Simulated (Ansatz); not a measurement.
Conformers of CHF2NOSi (SMILES N#CO[SiH](F)F), B3LYP-D3(BJ)/def2-TZVP minima from an xTB search, which can miss the lowest.
Conformer 1 (charge 0, multiplicity 1):
```tsv
atom	x (Å)	y (Å)	z (Å)
N	2.7859	-0.1562	-0.4192
C	1.6678	-0.4382	-0.4170
O	0.4324	-0.8003	-0.4176
Si	-0.9457	0.1212	-0.3368
F	-0.9625	1.1191	-1.5555
F	-0.9172	0.9632	0.9942
H	-2.0607	-0.8088	-0.3738
```
Conformer 2 (charge 0, multiplicity 1):
```xyz
7

N      2.7782    -0.1489     0.1541
C      1.6909    -0.2678    -0.2124
O      0.4910    -0.4116    -0.6536
Si    -0.9156     0.1417     0.0432
F     -1.1709    -0.6688     1.3687
F     -2.0233    -0.2153    -1.0128
H     -0.8503     1.5707     0.3128
```

Frozen-core correlation. MP2 and its Hartree–Fock in cc-pV(Q+d)Z are density fitted.

Run with Ansatz (Gaussian basis) for Hartree–Fock, density functionals and correlated methods. 

The energy of conformer 2 above conformer 1 is E(conformer 2) − E(conformer 1). Total energies (hartree):

| level | conformer 2 | conformer 1 |
|---|---|---|
| HF/cc-pV(T+d)Z | -655.8934930 | -655.8937617 |
| MP2/cc-pV(T+d)Z | -657.0705649 | -657.0707721 |
| HF/cc-pV(Q+d)Z | -655.9300235 | -655.9301668 |
| MP2/cc-pV(Q+d)Z | -657.2036905 | -657.2037907 |
| CCSD(T)/cc-pV(T+d)Z | -657.1187298 | -657.1189082 |

Question: Work out the energy of conformer 2 above conformer 1 at the basis-set limit: extrapolate the MP2 correlation part as X⁻³, take Hartree–Fock from the larger set, and add the CCSD(T) − MP2 difference of cc-pV(T+d)Z.

Answer: 
1. Differences (1 hartree = 627.509 kcal/mol): HF/cc-pV(T+d)Z 0.169; MP2/cc-pV(T+d)Z 0.130; HF/cc-pV(Q+d)Z 0.090; MP2/cc-pV(Q+d)Z 0.063; CCSD(T)/cc-pV(T+d)Z 0.112.
2. Correlation parts, MP2 less HF: -0.039 in cc-pV(T+d)Z (X = 3), -0.027 in cc-pV(Q+d)Z (X = 4).
3. Limit (4³·(-0.027) − 3³·(-0.039))/(4³ − 3³) = -0.019; with HF/cc-pV(Q+d)Z it gives 0.071.
4. CCSD(T) less MP2 in cc-pV(T+d)Z: -0.018.
Result: 0.05 kcal/mol, against 0.13 at MP2/cc-pV(T+d)Z. It is an estimate of this method's limit, not of the exact value.

Ansatz is a quantum-chemistry and plane-wave program.
